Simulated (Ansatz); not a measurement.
Start from `C[O][GeH]([OH])[Cl]` and change one atom or group to get `[OH][GeH]([Cl])[Cl]`.

Ansatz, PBE0-D4/def2-TZVP geometries, multiplicity 1. Each molecule was computed in one conformer, which needn't be the lowest.

Scalar relativity is left out up to krypton.

| property | `C[O][GeH]([OH])[Cl]` |
| --- | --- |
| ideal-gas entropy at 298 K and 1 bar (rigid rotor, harmonic PBE0-D4/def2-TZVP) / J/(mol·K) | 373 |
| LUMO energy (PBE0/def2-TZVPP) / eV | -0.02 |
| HOMO–LUMO gap (ωB97M-V/def2-TZVPP) / eV | 12.72 |
| HOMO–LUMO gap (PBE0/def2-TZVPP) / eV | 8.42 |
| HOMO energy (PBE/def2-TZVPP) / eV | -6.82 |
| HOMO energy (PBE0/def2-TZVPP) / eV | -8.43 |

(1) Give the same properties after the change, and the shifts. (Best estimate.)

Answers

(1) The calculation gave: 
```
                                                                                  property  `[OH][GeH]([Cl])[Cl]`  shift
ideal-gas entropy at 298 K and 1 bar (rigid rotor, harmonic PBE0-D4/def2-TZVP) / J/(mol·K)                    337    -36
                                                        LUMO energy (PBE0/def2-TZVPP) / eV                  -0.78  -0.76
                                                   HOMO–LUMO gap (ωB97M-V/def2-TZVPP) / eV                  12.75   0.03
                                                      HOMO–LUMO gap (PBE0/def2-TZVPP) / eV                   8.44   0.02
                                                         HOMO energy (PBE/def2-TZVPP) / eV                  -7.70  -0.88
                                                        HOMO energy (PBE0/def2-TZVPP) / eV                  -9.23  -0.80
```

The zero-point energy changes by -107.0 kJ/mol with -12 modes.
